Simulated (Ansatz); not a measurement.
Cost and result for the atomization energy of `OC[CH2][GeH3]` (12 atoms, 11 bonds).

```xyz
12

O     1.622   -1.390    1.009
C     1.065   -0.383    0.184
C    -0.427   -0.366    0.397
Ge   -1.344    0.985   -0.686
H     2.573   -1.404    0.877
H     1.292   -0.581   -0.874
H     1.492    0.600    0.432
H    -0.648   -0.172    1.450
H    -0.847   -1.346    0.153
H    -1.104    0.724   -2.185
H    -2.856    0.941   -0.410
H    -0.817    2.392   -0.348
```

The species carries charge 0 and has multiplicity 1. Correlated methods include outer-core shells of Ge, which these sets cover unevenly. Scalar relativity is left out up to krypton. The geometry is a stationary point of PBE0-D4/def2-TZVP. It is one conformer, not always the lowest. Program: Ansatz. All runs use 4 threads of an Arm Neoverse V1 on a shared host. Times are those of one run each, without the atoms' runs, and a repeat can differ threefold. Electronic energies, without spin–orbit coupling; frozen cores. CCSD(T)/CBS adds CCSD(T) − MP2 in def2-TZVPP to the MP2 limit, and its time is that of the two runs behind it. T1 = 0.011. With those shells the extrapolation isn't a true limit. B3LYP takes the VWN-RPA correlation (the form of Gaussian; ORCA's B3LYP/G).

CCSD(T)/CBS is a level of theory with its own doubt, some kJ/mol a heavy atom from the limit and from the frozen cores, so smaller differences don't rank the functionals.

```csv
level,functions,wall time,atomization (kJ/mol),difference from CCSD(T)/CBS,per bond
PBE-D4/def2-TZVPP (with forces),253,2.8 s,4176.3,27.0,2.5
PBE0-D4/def2-TZVPP,253,3.3 s,4123.0,-26.3,-2.4
B3LYP-D4/def2-TZVPP (with forces),253,5 s,4121.9,-27.4,-2.5
r2SCAN-D4/def2-TZVPP (with forces),253,6 s,4137.3,-12.0,-1.1
B2PLYP/def2-TZVPP,253,7 s,4085.6,-63.7,-5.8
ωB97X-V/def2-TZVPP,253,8 s,4147.0,-2.3,-0.2
ωB97M-V/def2-TZVPP (with forces),253,12 s,4131.6,-17.7,-1.6
MP2/def2-QZVPP,500,30 s,4133.2,-16.1,-1.5
CCSD(T)/def2-TZVPP,253,4.1 min,4060.2,-89.1,-8.1
CCSD(T)/CBS(def2),–,4.6 min,4149.3,0.0,0.0
```

In def2-TZVPP, CCSD(T) changes the Hartree–Fock value by +1041.4 kJ/mol (the triples alone add +50.4 kJ/mol) and MP2 by +1062.4 kJ/mol; breaking electron pairs costs correlation energy, which Hartree–Fock lacks. The D4 term adds +31.7 kJ/mol with B3LYP and +16.6 kJ/mol with PBE0; it sums over pairs of atoms, weighted by their polarisabilities, and B3LYP, whose exchange is more repulsive, gets the larger term. From PBE to PBE0 (25 % exact exchange), in def2-TZVPP and without D4, the atomization energy moves by −50.2 kJ/mol: exact exchange takes away binding that semilocal exchange gives to molecules.
